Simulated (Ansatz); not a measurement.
`C[CH](C)[Al]([F])[F]` + HI → `[F][Al]([F])[I]` + `CCC` at 400 K and 1 bar (ligand exchange at the Al–C bond).

Computed with Ansatz on PBE0-D4/def2-TZVP structures; ΔE is electronic, products minus reactants. CCSD(T)/CBS is the MP2 limit (def2-TZVPP, def2-QZVPP) plus CCSD(T) − MP2 in def2-TZVPP, frozen cores. def2 core potentials past Kr. For I outer-core shells are correlated without core-valence functions, which leaves a few kJ/mol of doubt a bond. One conformer a species, not always the lowest.

```csv
species,CCSD(T)/CBS energy (Eh),H − E (kJ/mol),S (J/(mol·K))
`C[CH](C)[Al]([F])[F]`,-560.14242,296.2,424.2
HI,-298.03592,25.7,215.0
`[F][Al]([F])[I]`,-739.25894,38.9,339.8
`CCC`,-118.98051,294.1,291.8
```

H − E and S are ideal-gas, rigid-rotor, harmonic terms from PBE0-D4/def2-TZVP, for one conformer and one mirror image of each species. 1 Eh = 2625.50 kJ/mol, R = 8.31446 J/(mol·K).

**Question.** By hand: ΔE, ΔH, ΔS and ΔG.

**Answer.** ΔE = (-739.25894) + (-118.98051) − (-560.14242) − (-298.03592) = -0.06111 Eh = -160.4 kJ/mol. Δ(H − E) = 38.9 + 294.1 − 296.2 − 25.7 = 11.1, so ΔH = -149.3 kJ/mol. ΔS = 339.8 + 291.8 − 424.2 − 215.0 = -7.6 J/(mol·K). ΔG = -149.3 − 400 × (-7.6)/1000 = -146.3 kJ/mol.

**Question.** By hand: the equilibrium constant, and the temperature at which ΔG would vanish if ΔH and ΔS stayed fixed.

**Answer.** log₁₀ K = −ΔG/(RT ln 10) = 19.1. ΔG = 0 at ΔH/ΔS = 19645 K, far beyond where these terms or the molecules hold.

The number of gas molecules stays the same, so ΔS is small and ΔH decides. A doubt of 5 kJ/mol in ΔE shifts log₁₀ K by 0.7 here. Other conformers and mirror images would add mixing entropy, several J/(mol·K) or more a flexible species. Modes under 60 cm⁻¹, often nearly free rotors, make the harmonic entropy too high. These are equilibria of isolated gas molecules and say nothing of rates. Largest T1 diagnostic: 0.011 (customary marks: 0.02 for closed shells, 0.045 for open ones).
